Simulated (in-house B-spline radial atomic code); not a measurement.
How numerical settings move a run on neutral platinum, [Xe] 4f14 5d9 6s1. Computed with a B-spline radial code for spherical atoms: Dirac-Hartree-Fock, average of configuration, Fermi nucleus of rms radius 5.427 fm.

Command:
```bash
python run_scf.py task.json out
```
Settings of the sound reference run:
```
Z                78
electrons        78
configuration    [Xe] 4f14 5d9 6s1
hamiltonian      dirac
method           hf
spin_polarised   False
nucleus          fermi
rms_radius       5.427
mass_number      195
atomic_mass      194.9648
speed_of_light   137.036
knot_spacing     0.22
spline_order     8
gauss_points     12
box_radius       50
max_iterations   70
damping          0.5
damped_steps     3
diis_vectors     10
tolerance        1e-08
start            Thomas-Fermi
```

Time taken, with all properties: 3.4 s on 1 thread of Arm Neoverse N1, with other jobs on the host.

It converges in 12 iterations to -18434.877234 hartree, with 6s1/2 at -7.73381 eV. The other runs change the listed settings, some to values that make no sense; their results aren't properties of the atom or ion. Radii are in bohr (the nuclear one in fm), a minus after a letter asks for a j subshell, and «unchanged» means within 1e-8 hartree. The run stops when the residual is below 10 × tolerance × max(1, Z/10), or a noise floor if that is larger, and the energy moves by less than 1e-8 × √|E| hartree; so very loose and very tight tolerances often act alike.

| changed settings | outcome |
| --- | --- |
| tolerance = 1e-06 | converged in 10 iterations, energy +1.20e-08 hartree from the reference, 6s1/2 level +4.9e-05 eV |
| spline_order = 5 | converged in 12 iterations, energy +5.15e-04 hartree from the reference, 6s1/2 level +2.8e-05 eV |
| max_iterations = 3 | not converged after 3 iterations, last residual 1.6e-01, last energy +1.65e+00 hartree from the reference |
| spline_order = 10 | converged in 12 iterations, energy +1.88e-07 hartree from the reference |
| electrons = 79, configuration = [Xe] 4f14 5d9 6s1 1f1, max_iterations = 100 | stopped with error: there is no 1f shell |
| spline_order = 3, gauss_points = 8, box_radius = 5, max_iterations = 50 | converged in 10 iterations, energy +7.98e-01 hartree from the reference, 6s1/2 level +2.2e+00 eV (the program warns: 6s1/2 reaches the box edge; 5p1/2 reaches the box edge) |
| max_iterations = 2 | not converged after 2 iterations, last residual 3.5e-01, last energy +2.43e+01 hartree from the reference |
| spline_order = 7 | converged in 12 iterations, energy +1.29e-06 hartree from the reference |
| tolerance = 1e-13 | converged in 13 iterations, energy unchanged |
| max_iterations = 12 | converged in 12 iterations, energy unchanged |
| speed_of_light = 70.21725 | converged in 15 iterations to -19959.3241 hartree, a different physical problem |
| max_iterations = 5 | not converged after 5 iterations, last residual 3.1e-02, last energy +4.19e-02 hartree from the reference |
| gauss_points = 5, box_radius = 2, max_iterations = 100, damping = 0 | converged in 10 iterations, energy +1.43e+01 hartree from the reference, 6s1/2 level +1.3e+02 eV (the program warns: 6s1/2 has a positive eigenvalue: unbound, held by the box; 5d3/2 has a positive eigenvalue: unbound, held by the box) |
| spline_order = 6 | converged in 12 iterations, energy +2.67e-05 hartree from the reference, 6s1/2 level +1.6e-06 eV |

(1) What happens with spline_order = 4?

(2) What happens with electrons = 79, configuration = [Xe] 4f14 5d9 6s1 7s-1, max_iterations = 60?

(3) What happens with box_radius = 10, max_iterations = 2, diis_vectors = 20?

(4) What happens with spline_order = 10, gauss_points = 3, box_radius = 5, max_iterations = 3?

Results:

(1) Converged in 12 iterations, energy +1.42e-02 hartree from the reference, 6s1/2 level +6.4e-04 eV.

(2) Stopped with error: j subshells need the Dirac Hamiltonian and l > 0.

(3) Not converged after 2 iterations, last residual 2.4e-01, last energy +4.24e+00 hartree from the reference.

(4) Not converged after 3 iterations, last residual 4.4e-02, last energy +1.26e-01 hartree from the reference.
